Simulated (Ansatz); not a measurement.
The cluster B₂F₄⁺: single points at one geometry.

```yaml
crystal:
  periodic: [false, false, false]
  atoms:
    - {symbol: B, position_ang: [-0.779244, -0.322956, 0.182982]}
    - {symbol: B, position_ang: [0.779415, 0.322646, -0.182773]}
    - {symbol: F, position_ang: [-1.127433, -0.625865, 1.416242]}
    - {symbol: F, position_ang: [1.857602, -0.071785, 0.462108]}
    - {symbol: F, position_ang: [-1.674968, -0.534883, -0.758672]}
    - {symbol: F, position_ang: [0.944619, 1.232843, -1.119887]}
basis:
  gaussian: {orbitals: def2-TZVP, initial_orbitals: start.molden}
total_charge: 1
magnetization: {spin_polarized: true, initial_magnetization: 1}
hamiltonian: {xc: r2scan, dispersion: d4}
scf: {omitted_lower_state_checks: [starts]}
output: {orbitals: {seedname: orbitals}}
```

The file start.molden holds the orbitals of an earlier run on this structure, at another level or in another basis.

```sh
$ ansatz run in.yaml --threads 4 --pin off --events-out ev --progress --plain --max-ram 3916MiB
```

Shortened log:

```
Functional definition: r2SCAN
962 factors; their error is unknown
mean field evaluation 1: about -12213.8775 eV, gradient 4.0e0 eV
mean field evaluation 2: about -12213.9225 eV, gradient 6.2e-2 eV
mean field evaluation 4: about -12213.9163 eV, gradient 3.7e-4 eV
mean field -12213.91633728 eV, -448.8531465052 hartree, gradient 2.5e-5 eV, S^2 0.753352; 0 other end points of the search recorded, 0 dependent functions left out
reference -12213.91634678 eV, -448.8531468544 hartree; 23, 22 occupied and 163, 164 virtual orbitals, 962 factors
Total energy: -12213.93576931 eV, -448.8538606191 hartree
Checks for a lower state left out: starts
```

It took 3.8 s on 4 threads of Arm Neoverse V1 on a shared host.

The first input with `hamiltonian: {xc: pbe0, dispersion: d4}` (abridged; 2.6 s):

```
Functional definition: PBE0
mean field -12206.60043453 eV, -448.5842920380 hartree, gradient 1.3e-5 eV, S^2 0.753748
Total energy: -12206.66698849 eV, -448.5867378509 hartree
Checks for a lower state left out: starts
```

First input, but with `hamiltonian: {xc: pbe, dispersion: d4}` (abridged; 1.8 s):

```
Functional definition: PBE
mean field -12207.01547487 eV, -448.5995444893 hartree, gradient 1.3e-5 eV, S^2 0.751302
Total energy: -12207.09529238 eV, -448.6024777287 hartree
Checks for a lower state left out: starts
```

Geometry: PBE0-D4/def2-SVP, that of the neutral singlet.

The structure comes from a short search, and lower isomers may exist.
